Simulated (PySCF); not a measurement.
PySCF job for Ge(F)2(Br)(OH) (BrF2GeHO), SMILES [F][Ge]([Br])([F])[OH], PBE/pcSseg-1. Geometry optimised at r2SCAN-D4/def2-SVP. The values are those of a single conformer.

```python
import numpy as np
from pyscf import gto, scf, dft
from pyscf.prop.nmr import rks as nmr

mol = gto.M(
    atom='''
    O     1.64338207    1.24879852   -0.00000001
    Ge    0.00581779    0.65159661    0.00000000
    F    -0.85755073    1.26851820    1.35556665
    F    -0.85755076    1.26851821   -1.35556663
    Br    0.01214456   -1.59692398   -0.00000000
    H     1.67762789    2.21753185   -0.00000001
    ''',
    basis='pcSseg-1',
    charge=0,
    spin=0,
    max_memory=1600,
    verbose=3,
)
mf = dft.RKS(mol, xc='pbe')
mf.grids.level = 3
mf.conv_tol = 1e-10
mf.max_cycle = 100
mf.kernel()
n = nmr.NMR(mf)
n.verbose = 2
n.max_cycle_cphf = 60
sigma = n.kernel()
print('atom   isotropic/ppm   span/ppm')
for i, s in enumerate(sigma):
    w = np.linalg.eigvalsh((s + s.T) / 2)
    print(f'{mol.atom_symbol(i):2s}{i + 1:3d} {w.mean():14.3f} {w[2] - w[0]:11.3f}')
```

Log of the run:

```
converged SCF energy = -4925.36108830606
atom   isotropic/ppm   span/ppm
O   1        242.269     108.462
Ge  2       1249.947     184.916
F   3        254.885     193.338
F   4        254.885     193.338
Br  5       2441.488     802.750
H   6         28.739      23.183
```

The run converged.

Cost: about 24 core-seconds (a rough figure).
